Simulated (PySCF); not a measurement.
Isomers of C9H12, one GFN2-xTB conformer each. Single-point energies are computed at PBE0/pcSseg-1 (PySCF, gas phase, no added dispersion term), electronic only.

Problem. Rank them by PBE0/pcSseg-1 energy, lowest first (kJ/mol).
A. `[CH2:1]=[CH:2][C@@H:3]1[CH:4]=[CH:5][CH2:6][CH:7]=[C:8]1[CH3:9]` with C1–C2–C3–C4 -121°, C2–C3–C4–C5 -100°, C4–C5–C6–C7 -16°, C5–C6–C7–C8 16°, C2–C3–C8–C7 100°
B. `[CH2:1]=[CH:2][C:3]1=[C:4]([CH:5]=[CH2:6])[CH2:7][CH2:8][CH2:9]1` with C1–C2–C3–C4 -176°, C3–C4–C5–C6 176°, C3–C4–C7–C8 14°, C4–C7–C8–C9 -22°, C7–C8–C9–C3 22°, C2–C3–C9–C8 167°
C. `[CH3:1][CH2:2][CH2:3][c:4]1[cH:5][cH:6][cH:7][cH:8][cH:9]1` with C1–C2–C3–C4 -67°, C2–C3–C4–C5 97°

Solution. C (0.0), B (147.8), A (164.5).

As drawn, the lowest has an aromatic ring, which the highest lacks; the highest has a C=C bond outside aromatic rings, which the lowest lacks. GFN2-xTB itself gives, in the same order: 0.0, 142.6, 152.2. Both levels put the same isomer lowest; measured from each level's own lowest isomer, the values differ by up to 12.3 kJ/mol (C=C[C@@H]1C=CCC=C1C: 152.2 against 164.5).

Problem. Which frontier levels, dipoles and rotational constants go with these structures?

Solution. 
```json
{"SMILES": "CCCc1ccccc1", "HOMO (eV, PBE0/pcSseg-1)": "-7.00", "LUMO (eV)": "-0.12", "dipole (D)": "0.40", "A, B, C (MHz)": "3296, 1096, 966.0"}
{"SMILES": "C=CC1=C(C=C)CCC1", "HOMO (eV, PBE0/pcSseg-1)": "-6.03", "LUMO (eV)": "-1.28", "dipole (D)": "0.38", "A, B, C (MHz)": "2297, 1361, 872.1"}
{"SMILES": "C=C[C@@H]1C=CCC=C1C", "HOMO (eV, PBE0/pcSseg-1)": "-6.75", "LUMO (eV)": "-0.10", "dipole (D)": "0.25", "A, B, C (MHz)": "2318, 1500, 1049"}
```
